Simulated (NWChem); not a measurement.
bromine (Br2); SMILES BrBr

Computed with NWChem. The geometry was optimised at PBE0/def2-SVP. Static field.

For level PBE/aug-cc-pVTZ:

- isotropic polarisability (bohr³): 45.9
- anisotropy (bohr³): 24.9

Problem. What are these values for level PBE/def2-SVP?

Solution. The isotropic polarisability (bohr³) is 29.5. The anisotropy (bohr³) is 28.2.
